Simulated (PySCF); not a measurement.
C4H9BO.
SMILES: `O1[C@@H](B(C)C)C1`

The closed-shell SCF was solved with PySCF and density fitting under several settings on one GFN2-xTB geometry (grid level 2 and gas phase unless stated).

```
                                                             settings  basis functions  SCF cycles     E (Eh)  HOMO (eV)  LUMO (eV)  dipole (D)
                                                        PBE0/pcSseg-1              147          13  -257.5428      -7.58      -0.72        1.80
                                                       PBE0/def2-SVPD              195          13  -257.4001      -7.69      -0.75        1.73
                                                     LDA/ANO-RCC-VDZP              129          14  -255.6413      -5.98      -1.80        1.69
mPW1PW91/3-21G, damping 0.1 at the start, DIIS from the seventh cycle               72          18  -256.3916      -7.17      -0.45        1.97
                                                           HF/cc-pVDZ              129          10  -256.2391     -11.44       3.22        1.97
                                            BP86/STO-3G, grid level 1               39          10  -254.6403      -2.62       0.73        1.06
```

**Question.** Estimate the row for these settings: KT3/pcSseg-1, fitting basis def2-qzvpp-jkfit.

**Answer.** 
| settings | basis functions | SCF cycles | E (Eh) | HOMO (eV) | LUMO (eV) | dipole (D) |
| --- | --- | --- | --- | --- | --- | --- |
| KT3/pcSseg-1, fitting basis def2-qzvpp-jkfit | 147 | 11 | -261.8847 | -6.11 | -1.65 | 1.60 |

**Question.** Over all rows, what range does the HOMO–LUMO gap span?

**Answer.** From 3.35 eV (BP86/STO-3G, grid level 1) to 14.66 eV (HF/cc-pVDZ). The functional of the narrowest has no exact exchange, that of the widest 100 % exact exchange.

**Question.** And the dipole moment?

**Answer.** From 1.06 D to 1.97 D; the largest is 1.86 times the smallest, and the median is 1.73 D.

**Question.** Compare two rows with the functional PBE0: PBE0/pcSseg-1 and PBE0/def2-SVPD. Which energy is lower, and by how much?

**Answer.** PBE0/pcSseg-1 (147 functions) lies 0.1427 Eh or 90 kcal/mol below PBE0/def2-SVPD (195 functions). The smaller set gives the lower energy; the two sets aren't nested, so the variational bound doesn't order them by size.

Cycle counts include a coarse-grid stage where the run had one. KT3 was designed for NMR shieldings or shifts; total energies of different functionals aren't comparable. ANO-RCC sets were contracted for a scalar-relativistic Hamiltonian, but ran non-relativistically here.

Shape of the structure used: `[CH3:1][B:2]([CH3:3])[C@H:4]1[CH2:5][O:6]1`: C1–B2–C4–C5 -49°.

One conformer stands for the species.
